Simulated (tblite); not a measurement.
Compound: C₄H₉FNSi₂ (doublet state).
SMILES with atom numbers: `[CH3:1][SiH2:2][CH2:3][C@@:4]([F:5])([SiH2:6])[C:7]#[N:8]` (hydrogens: H9, H10, H11 on C1; H12, H13 on Si2; H14, H15 on C3; H16, H17 on Si6)

A start from a force field or distance geometry was refined with GFN2-xTB geometry optimisation, gas phase in tblite 0.8.0. Values at the start:

| coordinate | start |
| --- | --- |
| C1–Si2 | 1.899 Å |
| C1–H9 | 1.102 Å |
| Si2–C3 | 1.840 Å |
| Si2–H12 | 1.478 Å |
| Si2–H13 | 1.481 Å |
| C3–C4 | 1.522 Å |
| C3–H14 | 1.124 Å |
| C3–H15 | 1.126 Å |
| C4–F5 | 1.384 Å |
| C4–Si6 | 1.859 Å |
| C4–C7 | 1.461 Å |
| Si6–H16 | 1.466 Å |
| C7≡N8 | 1.158 Å |
| C1–Si2–C3 | 109.2° |
| Si2–C3–C4 | 109.9° |
| C3–C4–F5 | 111.4° |
| C3–C4–Si6 | 112.1° |
| C3–C4–C7 | 110.8° |
| C4–C7–N8 | 178.8° |
| F5–C4–C7 | 108.3° |
| Si6–C4–C7 | 107.1° |
| C1–Si2–C3–C4 | -133° |
| Si2–C3–C4–F5 | -58° |

Task: How do these coordinates change at the GFN2-xTB level?

Result: 
```json
{"coordinate": "C4–Si6", "GFN2-xTB (Å or °)": "1.941", "change": "+0.082"}
{"coordinate": "Si2–C3", "GFN2-xTB (Å or °)": "1.919", "change": "+0.079"}
{"coordinate": "C3–H15", "GFN2-xTB (Å or °)": "1.091", "change": "-0.035"}
{"coordinate": "C3–H14", "GFN2-xTB (Å or °)": "1.093", "change": "-0.031"}
{"coordinate": "C4–C7", "GFN2-xTB (Å or °)": "1.437", "change": "-0.024"}
{"coordinate": "C4–F5", "GFN2-xTB (Å or °)": "1.402", "change": "+0.018"}
{"coordinate": "C1–H9", "GFN2-xTB (Å or °)": "1.087", "change": "-0.015"}
{"coordinate": "Si2–H13", "GFN2-xTB (Å or °)": "1.468", "change": "-0.013"}
{"coordinate": "C7≡N8", "GFN2-xTB (Å or °)": "1.147", "change": "-0.011"}
{"coordinate": "Si2–H12", "GFN2-xTB (Å or °)": "1.467", "change": "-0.011"}
{"coordinate": "Si6–H16", "GFN2-xTB (Å or °)": "1.456", "change": "-0.010"}
{"coordinate": "C1–Si2", "GFN2-xTB (Å or °)": "1.897", "change": "-0.002"}
{"coordinate": "C3–C4", "GFN2-xTB (Å or °)": "1.523", "change": "+0.001"}
{"coordinate": "C4–C7–N8", "GFN2-xTB (Å or °)": "175.1", "change": "-3.7"}
{"coordinate": "C3–C4–Si6", "GFN2-xTB (Å or °)": "114.9", "change": "+2.8"}
{"coordinate": "Si2–C3–C4", "GFN2-xTB (Å or °)": "112.3", "change": "+2.4"}
{"coordinate": "C3–C4–F5", "GFN2-xTB (Å or °)": "109.5", "change": "-1.9"}
{"coordinate": "C1–Si2–C3", "GFN2-xTB (Å or °)": "107.5", "change": "-1.7"}
{"coordinate": "Si6–C4–C7", "GFN2-xTB (Å or °)": "105.4", "change": "-1.7"}
{"coordinate": "F5–C4–C7", "GFN2-xTB (Å or °)": "109.1", "change": "+0.8"}
{"coordinate": "C3–C4–C7", "GFN2-xTB (Å or °)": "110.5", "change": "-0.3"}
{"coordinate": "Si2–C3–C4–F5", "GFN2-xTB (Å or °)": "-54", "change": "+4"}
{"coordinate": "C1–Si2–C3–C4", "GFN2-xTB (Å or °)": "-129", "change": "+4"}
```

The energy falls by 7.7 kcal/mol over 80 L-BFGS steps, the largest force on an atom goes from 2.22 to 0.008 eV/Å, and the atoms move by 0.170 Å rms after alignment. The bond that changes most is C4–Si6 (ends: carbon bonded to 2 C, F and Si; silicon bonded to C and 2 H), which lengthens by 0.082 Å. Bonds longer at the end by more than 0.005 Å: 3 of 16; shorter: 10. Among the dihedrals that turn most is H10–C1–Si2–H13, from 164° to -178°. Rotational constants go from 2283, 857.0, 801.4 to 2174, 833.8, 771.5 MHz.

GFN2-xTB frequencies show an imaginary mode (40i cm⁻¹), so the point is no minimum at that level.

One conformer stands for the species.

All values are computed, not measured.
